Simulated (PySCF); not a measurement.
Below is a simulated gas-phase Cl 2p photoelectron spectrum of `[N]([Al]([Cl])[Cl])=C=O` (AlCl2(NCO)).

Every computed line was given a Gaussian of 1.0 eV full width at half maximum and an area set by the number of equivalent atoms (split 2:1 within a doublet); the highest printed point is 100. Computed with PySCF 2.14.0, delta-SCF UKS SCAN, pcX-2 on the ionised atom, pcseg-1 elsewhere, spin-free X2C.

(binding energy (eV), intensity): (205.0, 0), (205.1, 1), (205.2, 1), (205.3, 2), (205.4, 4), (205.5, 7), (205.6, 12), (205.7, 19), (205.8, 29), (205.9, 40), (206.0, 54), (206.1, 68), (206.2, 82), (206.3, 92), (206.4, 99), (206.5, 100), (206.6, 96), (206.7, 87), (206.8, 75), (206.9, 61), (207.0, 48), (207.1, 36), (207.2, 28), (207.3, 23), (207.4, 21), (207.5, 22), (207.6, 26), (207.7, 32), (207.8, 38), (207.9, 44), (208.0, 48), (208.1, 50), (208.2, 49), (208.3, 46), (208.4, 41), (208.5, 34), (208.6, 27), (208.7, 20), (208.8, 14), (208.9, 10), (209.0, 6), (209.1, 4), (209.2, 2), (209.3, 1), (209.4, 1), (209.5, 0), (209.6, 0)

Question: Count the maxima, the lines and the sites behind this envelope.

Answer: The curve has 2 maxima (at 206.5 and 208.1 eV). Under it lie 2 lines from 1 inequivalent chlorine site, drawn as a 2p3/2, 2p1/2 pair.

Question: Decompose the envelope and assign each component. Bonds: Al1–Cl2, Al1–Cl3, Al1–N4, N4–C5, C5–O6.

Answer: 
```tsv
position (eV)	relative area	line	atoms	environment
206.47	1.33	Cl 2p3/2	Cl2/Cl3	chlorine bonded to Al
208.13	0.67	Cl 2p1/2	Cl2/Cl3	chlorine bonded to Al
```

Question: What are the centre and the root-mean-square width of the whole band?

Answer: The area-weighted mean of the lines is 207.02 eV. Their own spread about it is 0.78 eV (rms) and each Gaussian has σ = 1.0/2.355 = 0.42 eV; the variances add, which gives 0.89 eV.

Shake-up satellites, vibrational structure and lifetime widths aren't simulated. Atoms equivalent by their bonding share one computed value, that of the first of them. The 2p values add to the ΔSCF energy of one spin-free hole a correction within the shell (spin–orbit coupling, ligand field). 2p1/2 minus 2p3/2 (ligand field included): Cl 1.65 eV. Isolated species at its PBE0-D3(BJ)/def2-SVP geometry, gas phase.
